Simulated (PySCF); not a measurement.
F3Ga, SMILES [F][Ga]([F])[F] (connectivity only; charge and spin as stated), charge +1, multiplicity 2. Atoms are numbered in the order given.

```xyz
4

Ga     0.0000     0.0000    -0.2721
F      0.0000    -1.6818    -0.4603
F      0.0000     1.6818    -0.4603
F      0.0000     0.0000     1.8580
```
Charge +1, spin multiplicity 2.

Geometry optimised at B3LYP-D3(BJ)/def2-SVP. A frequency run showed that this geometry is not a minimum. The spin state was assumed, not searched. The isomer is the one that the SMILES or the coordinates give; other isomers of the formula were not compared.

Calculation: B3LYP/def2-TZVPD (PySCF).

Mulliken values depend strongly on the basis, most of all with diffuse functions as here. ESP charges are fitted to the potential on shells at 1.4 to 2.0 van der Waals radii. Atomic charges (e):

| atom | ESP fit | meta-Löwdin | Mulliken | Mulliken spin |
|---|---|---|---|---|
| Ga1 | 1.37 | 1.58 | 1.14 | -0.01 |
| F2 | -0.25 | -0.35 | -0.13 | 0.02 |
| F3 | -0.25 | -0.35 | -0.13 | 0.02 |
| F4 | 0.13 | 0.13 | 0.12 | 0.97 |
